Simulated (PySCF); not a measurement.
Zn(H)(SMe) (CH4SZn), SMILES C[S][ZnH].

The structure is a stationary point at PBE0-D3(BJ)/def2-SVP.

All values below come from TDDFT-M06-2X/def2-SVPD run with PySCF.

Vertical excitations. Isolated molecule, no solvent. State labels are in the subgroup Cs.

```tsv
state	symmetry	energy (eV)	λ (nm)	f	main pairs
S1	A"	4.44	279	0.000	HOMO→LUMO 95 %
S2	A"	5.23	237	0.035	HOMO→LUMO+2 96 %
S3	A'	5.27	235	0.021	HOMO→LUMO+1 74 %, HOMO−1→LUMO 21 %
S4	A'	5.50	225	0.024	HOMO−1→LUMO 75 %, HOMO→LUMO+1 19 %
S5	A"	5.90	210	0.002	HOMO−1→LUMO+1 97 %
S6	A"	6.54	190	0.001	HOMO→LUMO+3 61 %, HOMO→LUMO+4 13 %, HOMO→LUMO+8 10 %
S7	A'	6.61	188	0.348	HOMO−1→LUMO+2 88 %
S8	A"	7.06	176	0.007	HOMO→LUMO+4 51 %, HOMO→LUMO+3 24 %, HOMO→LUMO+5 18 %
S9	A'	7.25	171	0.030	HOMO−2→LUMO 74 %, HOMO−1→LUMO+3 16 %
S10	A"	7.53	165	0.012	HOMO→LUMO+8 49 %, HOMO→LUMO+4 27 %, HOMO→LUMO+5 16 %
T1	A"	4.30	288	0	HOMO→LUMO 91 %
T2	A'	4.80	258	0	HOMO→LUMO+1 91 %
T3	A"	4.97	250	0	HOMO→LUMO+2 92 %
T4	A'	5.10	243	0	HOMO−1→LUMO 90 %
```
Triplets are in the Tamm–Dancoff approximation, which puts them higher than full response would, so one can lie above its singlet here.
